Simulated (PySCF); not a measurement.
Isomers C₅H₁₀OSi:

A. SMILES CC(=C)[C@H]1OC[SiH2]1
B. `[SiH3]O/C=C\C1CC1`
C. SMILES [SiH2](C)O[C@]12C[C@H]1C2

Spectrum 1. 1H NMR (500 MHz, computed): δ 5.09 (q, 2H), 2.09 (m, 1H), 1.86 (m, 2H), 0.61 (m, 2H), 0.26 (t, 3H). 13C{1H} NMR (computed): δ 54.6 (C), 34.0 (CH2), 7.0 (CH), -2.2 (CH3).

Spectrum 2. 1H NMR (500 MHz, computed): δ 6.39 (d, 1H), 5.05 (s, 3H), 4.14 (m, 1H), 2.09 (m, 1H), 0.75 (m, 2H), 0.18 (m, 2H). 13C{1H} NMR (computed): δ 144.1 (CH), 124.8 (CH), 10.6 (CH), 8.9 (CH2).

Spectrum 3. 1H NMR (500 MHz, computed): δ 5.39 (m, 1H), 5.20 (m, 1H), 5.03 (m, 1H), 4.82 (m, 1H), 4.73 (m, 1H), 4.65 (m, 1H), 4.61 (m, 1H), 2.28 (s, 3H). 13C{1H} NMR (computed): δ 159.0 (C), 108.1 (CH2), 85.1 (CH), 62.8 (CH2), 20.9 (CH3).

No relativistic terms, a single conformation, in vacuum, averaged over atoms made equivalent by symmetry, fast rotation or ring inversion. Shieldings: GIAO PBE0/pcSseg-1; GFN2-xTB structure; PySCF 2.14.0 with density-fitted response routines.

Scale: 1H and 13C against TMS (reference shieldings calculated alike). Where no couplings were computed, multiplicities follow the n + 1 count of equivalent neighbours, and m marks all less simple cases (inequivalent or close neighbours, rings, F or P nearby). Shifts are as computed. Against solution values, carbons near 30 ppm lie about +3 ppm off and those near 130 ppm about +5 ppm. Of 1309 compounds with measured shifts, 239 miss one by over three times the rms of a fit or turn the order of signals round; such compounds aren't used in these exercises.

Which spectrum belongs to which compound?

## Answers

1–C, 2–B, 3–A.

- Spectrum 1 (C): 4 13C signals; δC 54.6 is a three-membered-ring carbon; δC 34.0 is a three-membered-ring carbon.
- Spectrum 2 (B): 4 13C signals; δC 144.1 is an alkene carbon bearing oxygen; δC 10.6 is a three-membered-ring carbon.
- Spectrum 3 (A): 5 13C signals; δC 159.0 is a fully substituted alkene carbon; δC 108.1 is a terminal =CH2 carbon.
